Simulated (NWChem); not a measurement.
# GeHOF3; SMILES [OH][Ge]([F])([F])[F]

```xyz
6

O      1.2096    -1.2423    -0.1415
Ge     0.0010    -0.0130    -0.0006
F     -0.0522     1.0167    -1.3636
F     -1.5144    -0.7677     0.1630
F      0.2535     1.0016     1.3516
H      2.1094    -0.9000    -0.2093
```
Atoms are numbered in this order, from 1.

All runs: NWChem. All runs use the structure optimised with PBE0/def2-SVP. Total energies compare along this basis series because the functional is fixed.

| level | basis functions | energy (Ha) | highest occupied level (eV) | orbital gap (eV) | dipole (D) |
|---|---|---|---|---|---|
| PBE0/pcseg-1 | 88 | -2451.5332 | -10.85 | 9.29 | 2.40 |
| PBE0/aug-pcseg-1 | 137 | -2451.5631 | -10.87 | 9.07 | 2.24 |
| PBE0/pcseg-2 | 177 | -2452.0838 | -10.79 | 9.33 | [?] |
| PBE0/STO-3G | 39 | -2422.5071 | -4.65 | 9.18 | 1.32 |
| PBE0/def2-SVP | 93 | -2451.3080 | -10.52 | 9.39 | 2.37 |

Fill in the missing entries.


- PBE0/pcseg-2, dipole (D): 2.28
